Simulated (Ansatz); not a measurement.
Relaxation of C3H6BClO (12 atoms, charge 0, multiplicity 1), to a largest force component of 0.02 eV/Å in at most 40 steps.

Theory: RKS PBE/STO-3G (Ansatz 0.2.0).

```xyz
12
Properties=species:S:1:pos:R:3
B -1.201 -0.752 -0.635
C 0.077 0.127 -0.348
C 0.993 -0.653 0.558
Cl 0.978 0.428 -1.909
C -0.280 1.446 0.258
O -0.818 1.519 1.372
H -1.382 -1.779 -0.174
H -2.045 -0.240 -1.359
H 1.328 -1.598 0.140
H 0.540 -0.878 1.569
H 1.936 -0.065 0.791
H -0.049 2.389 -0.229
```

Where does it end, and by what steps?

The run converged. Limits of this set-up: minimal basis. After 18 steps the energy has fallen by 1.222 eV; O6 moved furthest, 0.96 Å. Joined: B1–Cl4.

```json
{"step": "0", "energy less start (eV)": "0.0000", "largest force component (eV/Å)": "2.995", "accepted": "yes"}
{"step": "1", "energy less start (eV)": "-0.6082", "largest force component (eV/Å)": "1.474", "accepted": "yes"}
{"step": "2", "energy less start (eV)": "-0.6207", "largest force component (eV/Å)": "2.168", "accepted": "yes"}
{"step": "3", "energy less start (eV)": "-0.7167", "largest force component (eV/Å)": "1.653", "accepted": "yes"}
{"step": "4", "energy less start (eV)": "-0.7904", "largest force component (eV/Å)": "1.062", "accepted": "yes"}
{"step": "5", "energy less start (eV)": "-0.9349", "largest force component (eV/Å)": "0.943", "accepted": "yes"}
{"step": "6", "energy less start (eV)": "-1.0902", "largest force component (eV/Å)": "1.106", "accepted": "yes"}
{"step": "7", "energy less start (eV)": "-1.0970", "largest force component (eV/Å)": "1.324", "accepted": "yes"}
{"step": "8", "energy less start (eV)": "-1.1866", "largest force component (eV/Å)": "0.486", "accepted": "yes"}
{"step": "9", "energy less start (eV)": "-1.1970", "largest force component (eV/Å)": "0.735", "accepted": "yes"}
{"step": "10", "energy less start (eV)": "-1.2117", "largest force component (eV/Å)": "0.250", "accepted": "yes"}
{"step": "11", "energy less start (eV)": "-1.2154", "largest force component (eV/Å)": "0.197", "accepted": "yes"}
{"step": "12", "energy less start (eV)": "-1.2122", "largest force component (eV/Å)": "0.326", "accepted": "no"}
{"step": "13", "energy less start (eV)": "-1.2210", "largest force component (eV/Å)": "0.056", "accepted": "yes"}
{"step": "14", "energy less start (eV)": "-1.2216", "largest force component (eV/Å)": "0.025", "accepted": "yes"}
{"step": "15", "energy less start (eV)": "-1.2219", "largest force component (eV/Å)": "0.025", "accepted": "yes"}
{"step": "16", "energy less start (eV)": "-1.2221", "largest force component (eV/Å)": "0.036", "accepted": "yes"}
{"step": "17", "energy less start (eV)": "-1.2221", "largest force component (eV/Å)": "0.028", "accepted": "yes"}
{"step": "18", "energy less start (eV)": "-1.2221", "largest force component (eV/Å)": "0.011", "accepted": "yes"}
```

```xyz
12
Properties=species:S:1:pos:R:3
B -1.092 -0.667 -0.967
C -0.011 0.066 -0.059
C 1.020 -0.694 0.798
Cl 0.560 0.121 -1.963
C -0.276 1.542 0.380
O 0.011 1.975 1.529
H -1.051 -1.839 -1.045
H -2.040 -0.062 -1.313
H 1.259 -1.676 0.353
H 0.554 -0.861 1.792
H 1.947 -0.107 0.948
H -0.805 2.148 -0.419
```

Whether the end is a true minimum wasn't checked by a vibrational analysis.

Run time: 37 s on 1 thread of Intel(R) Xeon(R) 6975P-C (Granite Rapids) (shared host), peak memory 0.17 GiB.
